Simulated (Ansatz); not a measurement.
Geometry optimisation, Ansatz, RKS B3LYP-D4/def2-SVP.

The input (input.yaml):

```yaml
crystal:
  periodic: [false, false, false]
  atoms:
    - { symbol: Ga, position_ang: [-0.99567, -0.819715, 0.741501] }
    - { symbol: H, position_ang: [1.577316, 0.120172, 1.180155] }
    - { symbol: O, position_ang: [1.758588, 0.192249, 0.21393] }
    - { symbol: H, position_ang: [2.164579, -0.662174, 0.002732] }
    - { symbol: "N", position_ang: [-1.593031, -0.094208, -0.876557] }
    - { symbol: H, position_ang: [-2.531749, -0.180932, -1.263504] }
    - { symbol: H, position_ang: [-1.017832, 0.492709, -1.479757] }
basis:
  gaussian: { orbitals: def2-SVP }
hamiltonian:
  xc: b3lyp
  dispersion: d4
relax:
  f_tol: 0.03
  max_steps: 50
```

Run as:

```bash
$ ansatz run input.yaml --threads 1 --pin off --max-ram 2048MiB --backend cpu --events-out ev --progress --plain --runs-dir out
```

Task: Where does it end, and by what steps?

Result: The run converged. After 23 steps the energy has fallen by 0.201 eV; H4 moved furthest, 1.50 Å.

| step | energy less start (eV) | largest force component (eV/Å) | accepted |
| --- | --- | --- | --- |
| 0 | 0.0000 | 0.766 | yes |
| 1 | 0.0112 | 2.212 | no |
| 2 | -0.0344 | 0.651 | yes |
| 3 | -0.0593 | 0.830 | yes |
| 4 | -0.0775 | 1.154 | yes |
| 5 | -0.0959 | 0.678 | yes |
| 6 | -0.0967 | 0.603 | yes |
| 7 | -0.1089 | 0.265 | yes |
| 8 | -0.1109 | 0.157 | yes |
| 9 | -0.1127 | 0.162 | yes |
| 10 | -0.1173 | 0.092 | yes |
| 11 | -0.0932 | 1.025 | no |
| 12 | -0.1215 | 0.086 | yes |
| 13 | -0.1232 | 0.367 | yes |
| 14 | -0.1291 | 0.262 | yes |
| 15 | -0.1436 | 0.140 | yes |
| 16 | -0.1621 | 0.176 | yes |
| 17 | -0.1628 | 0.745 | yes |
| 18 | -0.1644 | 0.812 | yes |
| 19 | -0.1902 | 0.167 | yes |
| 20 | -0.1957 | 0.227 | yes |
| 21 | -0.1990 | 0.098 | yes |
| 22 | -0.2011 | 0.046 | yes |
| 23 | -0.2014 | 0.016 | yes |

```xyz
7
Properties=species:S:1:pos:R:3
Ga -1.061 -0.312 1.125
H 1.870 -0.521 0.741
O 1.260 0.190 0.497
H 0.810 -0.112 -0.336
N -0.970 -0.182 -0.835
H -1.596 -0.758 -1.401
H -0.950 0.744 -1.272
```

Whether the end is a true minimum wasn't checked by a vibrational analysis.

Run time: 84 s on 1 thread of Intel(R) Xeon(R) Platinum 8488C (Sapphire Rapids), with other jobs on the host, peak memory 0.17 GiB.
